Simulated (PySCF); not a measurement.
**Computed properties of GaHBr2, SMILES [Br][GaH][Br]**

GaHBr2, SMILES [GaH]([Br])[Br]. Geometry: ωB97X-D3(BJ)/def2-SVP. The structure was generated by enumeration; whether it is a known compound was not checked. The values are those of a single conformer. All values are computed for the isolated molecule unless a solvent is named; none is compared with measurement here.

**Structure.** The optimised structure has C2v symmetry. All 6 harmonic modes at ωB97X-D3(BJ)/def2-SVP (PySCF) are real, so it is a minimum. With heavy atoms numbered as in [GaH:1]([Br:3])[Br:4], the shortest bond between them is Ga1–Br3 at 2.266 Å and the longest Ga1–Br4 at 2.266 Å.

**Vibrations.** The strongest infrared lines (harmonic, unscaled, degenerate partners summed) lie at 616 cm⁻¹ (136 km/mol, H 99 %), 2086 cm⁻¹ (113 km/mol, H 99 %), 354 cm⁻¹ (75 km/mol, Ga 62 %, Br 38 %). The softest mode is at 95 cm⁻¹ and the zero-point energy is 5.6 kcal/mol.

**Electronic structure.** B3LYP/def2-TZVPD (PySCF) places the frontier levels at -8.25 and -2.13 eV, a gap of 6.12 eV, and gives a dipole moment of 1.41 D and a mean polarisability of 73.8 bohr³. PBE/def2-TZVPD (PySCF) at the same geometry gives -7.26 and -2.64 eV, so its gap is 1.50 eV narrower. An orbital gap is neither the optical nor the fundamental gap.

**Excitations.** TDDFT-PBE0/def2-SVPD (PySCF) has S1 at 5.28 eV (235 nm, f = 0.000, dark); the most intense of the 10 singlets computed lies at 6.05 eV (f = 0.10). T1 (TDA) is at 5.17 eV. TDDFT-PBE/def2-SVPD (PySCF) puts S1 at 4.63 eV. No vertical singlet excitation falls in the visible range (under 3.1 eV).

**NMR.** GIAO shifts at KT2/pcSseg-1 (PySCF) (non-relativistic, atoms alike by connectivity averaged): ¹H at 7.0 ppm against TMS. Without spin–orbit terms, shifts of atoms bonded to Cl or Br come out too high.
